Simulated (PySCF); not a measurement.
Species: F₄H₃PSi₂.
Atom-mapped SMILES: `[F:1][Si@H:2]([PH2:3])[Si:4]([F:5])([F:6])[F:7]` (hydrogens: H8 on Si2; H9, H10 on P3)

Cartesian coordinates in Å at the GFN2-xTB level; atoms count from 1:
```xyz
10
F4H3PSi2 angstrom
F      0.3169   -2.2941   -0.0979
Si     0.4526   -0.7178   -0.4198
P      2.1740   -0.0105    0.8366
Si    -1.5725    0.2281    0.0247
F     -2.3320   -0.1422    1.3691
F     -1.4367    1.8106    0.1339
F     -2.7041    0.0515   -1.0743
H      0.7269   -0.7219   -1.8586
H      1.5621    1.1611    1.2681
H      2.8217    0.6399   -0.2042
```

Level of theory: TDDFT wB97X-D/def2-SVPD, vertical, gas phase, core orbitals frozen in the response in PySCF 2.14.0, density-fitted response routines. GFN2-xTB frequencies show an imaginary mode (74i cm⁻¹), so this geometry is no minimum at that level.

Problem. Predict the UV-vis stick spectrum at this level.

Solution. 

| state | E (eV) | λ (nm) | ν̃ (cm⁻¹) | f | \|μ\| (D) | main configurations (H = HOMO, L = LUMO) |
| --- | --- | --- | --- | --- | --- | --- |
| S1 | 6.00 | 206.5 | 48430 | 0.035 | 1.24 | H→L (72%), H→L+1 (21%) |
| S2 | 6.26 | 197.9 | 50520 | 0.129 | 2.33 | H→L+1 (54%), H→L+2 (23%), H→L (18%) |
| S3 | 6.96 | 178.1 | 56140 | 0.137 | 2.27 | H→L+2 (46%), H-1→L (32%), H→L+1 (15%) |
| S4 | 7.05 | 175.9 | 56850 | 0.066 | 1.58 | H-1→L (57%), H→L+2 (24%) |
| S5 | 7.41 | 167.4 | 59750 | 0.042 | 1.22 | H→L+3 (44%), H-2→L (42%) |
| S6 | 7.44 | 166.7 | 59970 | 0.018 | 0.80 | H-2→L (46%), H→L+3 (42%) |
| S7 | 7.73 | 160.4 | 62330 | 0.125 | 2.06 | H-1→L+1 (88%) |
| S8 | 8.18 | 151.6 | 65950 | 0.079 | 1.59 | H-2→L+1 (84%) |

Triplets, Tamm–Dancoff:

```
state  E (eV)  λ (nm)  main configurations (H = HOMO, L = LUMO)
   T1    5.15   240.6                                 H→L (81%)
   T2    5.65   219.5                  H→L+1 (66%), H→L+2 (21%)
   T3    6.06   204.5      H-1→L (49%), H→L+2 (25%), H→L+3 (8%)
```

The lowest singlet comes at 206 nm (579 kJ/mol) in the ultraviolet; it is of moderate strength; its leading configuration is HOMO→LUMO (72%). The most intense listed level is S3 at 6.96 eV (178 nm, f = 0.137), 0.96 eV above S1. Löwdin shares by element: HOMO phosphorus 63%, silicon 16% or more, hydrogen 13% or more; LUMO silicon 58%, phosphorus 14%, hydrogen 8% or more (atoms not listed hold the other 20%). Of the 8 states listed, 8 reach f = 0.01 and none stays under 0.0005. Orbital energies (eV): HOMO-3 -13.79, HOMO-2 -12.14, HOMO-1 -11.75, HOMO -10.24, LUMO 0.00, LUMO+1 0.48, LUMO+2 1.39. The listed states span 2.17 eV, and the widest gap between neighbours is 0.70 eV (S2 to S3). The window holds the lowest 8 singlets.

One conformer stands for the species.
